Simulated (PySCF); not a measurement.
PySCF 2.14 output of an unrestricted PBE calculation on a single atom or ion in x2c-TZVPPall (11s7p7d4f2g, 113 functions), with the spin-free X2C one-electron Hamiltonian (Gaussian nucleus):

```
SCF conv_tol = 1e-09
number electrons alpha = 33  beta = 27
    J. P. Perdew, K. Burke, and M. Ernzerhof.,  Phys. Rev. Lett. 77, 3865 (1996)
    J. P. Perdew, K. Burke, and M. Ernzerhof.,  Phys. Rev. Lett. 78, 1396 (1997)
    J. P. Perdew, K. Burke, and M. Ernzerhof.,  Phys. Rev. Lett. 77, 3865 (1996)
    J. P. Perdew, K. Burke, and M. Ernzerhof.,  Phys. Rev. Lett. 78, 1396 (1997)
cycle= 1 E= -10019.1438678484  delta_E= -0.0268  |g|= 0.0981  |ddm|= 0.629
cycle= 2 E= -10019.1434505949  delta_E= 0.000417  |g|= 0.111  |ddm|= 0.175
cycle= 3 E= -10019.1448048436  delta_E= -0.00135  |g|= 0.00342  |ddm|= 0.0804
cycle= 4 E= -10019.1448035677  delta_E= 1.28e-06  |g|= 0.00112  |ddm|= 0.0311
cycle= 5 E= -10019.1448038751  delta_E= -3.07e-07  |g|= 0.000216  |ddm|= 0.00374
cycle= 6 E= -10019.144803848  delta_E= 2.71e-08  |g|= 2.88e-05  |ddm|= 0.00271
cycle= 7 E= -10019.1448038481  delta_E= -7.09e-11  |g|= 5.98e-06  |ddm|= 0.000209
converged SCF energy = -10019.1448038481  <S^2> = 12.000872  2S+1 = 7.0002492
```

The run itself started from symmetry-adapted Hartree-Fock orbitals and held the occupation by maximum overlap, on a logarithmic radial grid, so the iterations belong to that start.

Question: Which element, charge and spin multiplicity is this?

Answer: Pm⁺ (promethium, charge +1), multiplicity 7; the state was [Xe] 4f4 6s1 6p1, one real determinant (an excited configuration).

⟨L²⟩ = 36.01 against 56 for a pure K term, so this real determinant mixes terms. Spin-orbit coupling, absent here, splits the open shell strongly.
